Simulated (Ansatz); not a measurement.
Isolated molecules relaxed with PBE0-D4/def2-TZVP in Ansatz; ΔE leaves out vibrations. CBS: MP2 limit from def2 TZ/QZ plus the TZ coupled-cluster correction, frozen cores. This one scheme is used for every species. Functionals use def2-TZVPP. B3LYP here is the variant with VWN-RPA as its local correlation; programs differ in this. HSE06 is defined as in plane-wave codes. Elements past krypton have def2 core potentials. For Sn outer-core shells are correlated without core-valence functions, which leaves a few kJ/mol of doubt a bond. Each species was taken in one conformer, which may not be the lowest.

Consider the ligand exchange at the Sn–O bond: `[NH2][SnH]([OH])[Cl]` + H–F → `[NH2][SnH]([F])[Cl]` + H₂O.

`[NH2][SnH]([OH])[Cl]`:

Cartesian coordinates in Å:
```
N -0.862 -1.021 -0.866
Sn -0.160 0.292 0.465
O 0.726 1.638 -0.629
Cl 1.547 -0.555 1.830
H -1.292 -1.844 -0.466
H -0.165 -1.314 -1.539
H -1.373 0.912 1.475
H 1.580 1.893 -0.269
```

H–F:

Cartesian coordinates in Å:
```
F -0.418 0.045 0.187
H 0.418 -0.045 -0.187
```

`[NH2][SnH]([F])[Cl]`:

Z-matrix (Å, degrees):
```
Sn
F 1 1.920
Cl 1 2.305 2 105.4
N 1 1.996 2 110.0 3 -113.9
H 1 1.691 2 106.0 3 119.4
H 4 1.012 1 112.3 2 77.6
H 4 1.013 1 113.8 2 -46.0
```

H₂O:

Cartesian coordinates in Å:
```
O -0.336 0.193 -0.032
H 0.184 -0.193 -0.739
H 0.152 0.000 0.771
```

```
             level  ΔE (kJ/mol)  difference from CCSD(T)/CBS
       LDA (SPW92)        -30.1                          0.5
            PBE-D4        -34.1                         -3.5
         revPBE-D4        -33.3                         -2.7
           BLYP-D4        -36.7                         -6.1
         r2SCAN-D4        -36.0                         -5.4
            B97M-V        -40.5                         -9.9
           PBE0-D4        -32.7                         -2.1
          B3LYP-D4        -35.7                         -5.1
        r2SCANh-D4        -35.2                         -4.6
        r2SCAN0-D4        -34.1                         -3.5
          HSE06-D4        -32.4                         -1.8
          BHLYP-D4        -36.0                         -5.4
      CAM-B3LYP-D4        -37.5                         -6.9
           ωB97X-V        -36.8                         -6.2
           ωB97M-V        -35.6                         -5.0
          PBE-QIDH        -30.2                          0.4
            revPBE        -37.3                         -6.7
              BLYP        -40.3                         -9.7
            r2SCAN        -36.5                         -5.9
             B3LYP        -38.6                         -8.0
           r2SCANh        -35.7                         -5.1
             HSE06        -33.9                         -3.3
             BHLYP        -38.4                         -7.8
         CAM-B3LYP        -39.1                         -8.5
           LC-ωPBE        -38.3                         -7.7
RPA@PBE/def2-TZVPP        -28.7                          1.9
       HF/def2-SVP        -44.4                        -13.8
      MP2/def2-SVP        -36.1                         -5.5
     CCSD/def2-SVP        -39.1                         -8.5
  CCSD(T)/def2-SVP        -38.0                         -7.4
     HF/def2-TZVPP        -39.8                         -9.2
    MP2/def2-TZVPP        -25.3                          5.3
SCS-MP2/def2-TZVPP        -28.6                          2.0
   CCSD/def2-TZVPP        -29.7                          0.9
CCSD(T)/def2-TZVPP        -28.3                          2.3
     HF/def2-QZVPP        -42.1                        -11.5
    MP2/def2-QZVPP        -27.3                          3.3
SCS-MP2/def2-QZVPP        -30.6                          0.0
     MP2/CBS(def2)        -27.5                          3.1
    CCSD/CBS(def2)        -32.0                         -1.4
       CCSD(T)/CBS        -30.6                            0
```

What do rigid-rotor, harmonic-oscillator terms from PBE0-D4/def2-TZVP frequencies (298.15 K, 1 bar) make of the CCSD(T)/CBS value? (Best estimate.)

Computed: ΔZPE = +2.0 kJ/mol, ΔH = -28.9 kJ/mol, ΔS = 7 J/(mol·K), ΔG = -30.9 kJ/mol.

Largest T1 diagnostic among the species: 0.013.

At CCSD(T), def2-SVP lies −7.4 kJ/mol from the extrapolated value and def2-TZVPP +2.2 kJ/mol. In def2-TZVPP, CCSD(T) changes the Hartree–Fock value by +11.5 kJ/mol (the triples alone add +1.4 kJ/mol) and MP2 by +14.5 kJ/mol. Leaving LDA and LC-ωPBE aside and taking each functional with its dispersion term where it has one, the values spread over 10.3 kJ/mol, from B97M-V to PBE-QIDH. LDA lies +5.8 kJ/mol from PBE without D4.
